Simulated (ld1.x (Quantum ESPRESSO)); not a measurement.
**Plane-wave convergence, ultrasoft potential for iridium (Ir)**

iridium, ultrasoft, made with ld1.x (Quantum ESPRESSO) 7.5 (Wu–Cohen, scalar-relativistic). Core [Xe] 4f14, reference 5d7 6s1.75 6p0.25. Waves: 6s (bound): rcut 2.35, rcutus 2.60 bohr; 6s channel at 0.55 Ry: rcut 2.35, rcutus 2.60 bohr; 6p (bound): rcut 3.65, rcutus 3.90 bohr; 6p channel at 1.3 Ry: rcut 3.65, rcutus 3.90 bohr; 5d (bound): rcut 1.15, rcutus 1.40 bohr; 5d channel at 0.05 Ry: rcut 1.15, rcutus 1.40 bohr. Local part: all-electron potential smoothed inside 3.25 bohr (lloc = -1). Core correction: Bessel-smoothed model core, default radius (core density twice the valence density). Augmentation charge: PSQ, inside the norm-conserving radii.

The pseudo-atom Hamiltonian at the reference potential is diagonalised in spherical Bessel functions j_l(qr) that vanish at 20 bohr, with q² up to the cutoff. All-electron valence levels (Ry): 6s -0.4961, 6p -0.1048, 5d -0.5624.

Task: How do the lowest levels (Ry) of each channel move with the cutoff, and are there ghosts?

Result:

```json
{"cutoff (Ry)": "8", "s #1": "-0.4960", "p #1": "-0.1047", "d #1": "-0.0137", "f #1": "0.0973", "f #2": "0.2233", "Σ f·Δε (mRy)": "3841.9"}
{"cutoff (Ry)": "15", "s #1": "-0.4961", "p #1": "-0.1048", "d #1": "-0.2065", "f #1": "0.0973", "f #2": "0.2233", "Σ f·Δε (mRy)": "2492.3"}
{"cutoff (Ry)": "21", "s #1": "-0.4961", "p #1": "-0.1048", "d #1": "-0.3934", "f #1": "0.0973", "f #2": "0.2233", "Σ f·Δε (mRy)": "1183.7"}
{"cutoff (Ry)": "35", "s #1": "-0.4961", "p #1": "-0.1048", "d #1": "-0.5406", "f #1": "0.0973", "f #2": "0.2233", "Σ f·Δε (mRy)": "153.5"}
{"cutoff (Ry)": "45", "s #1": "-0.4961", "p #1": "-0.1048", "d #1": "-0.5591", "f #1": "0.0973", "f #2": "0.2233", "Σ f·Δε (mRy)": "24.0"}
{"cutoff (Ry)": "60", "s #1": "-0.4961", "p #1": "-0.1048", "d #1": "-0.5622", "f #1": "0.0973", "f #2": "0.2233", "Σ f·Δε (mRy)": "2.0"}
{"cutoff (Ry)": "80", "s #1": "-0.4961", "p #1": "-0.1048", "d #1": "-0.5623", "f #1": "0.0973", "f #2": "0.2233", "Σ f·Δε (mRy)": "1.4"}
{"cutoff (Ry)": "110", "s #1": "-0.4961", "p #1": "-0.1048", "d #1": "-0.5625", "f #1": "0.0973", "f #2": "0.2233", "Σ f·Δε (mRy)": "0.3"}
{"cutoff (Ry)": "400", "s #1": "-0.4961", "p #1": "-0.1048", "d #1": "-0.5625", "f #1": "0.0973", "f #2": "0.2233", "Σ f·Δε (mRy)": "0.0"}
```

Result: no extra level below or beside the all-electron valence levels (s, p, d, f tested); 10 mRy is reached at 50 Ry and 1 mRy at 90 Ry.
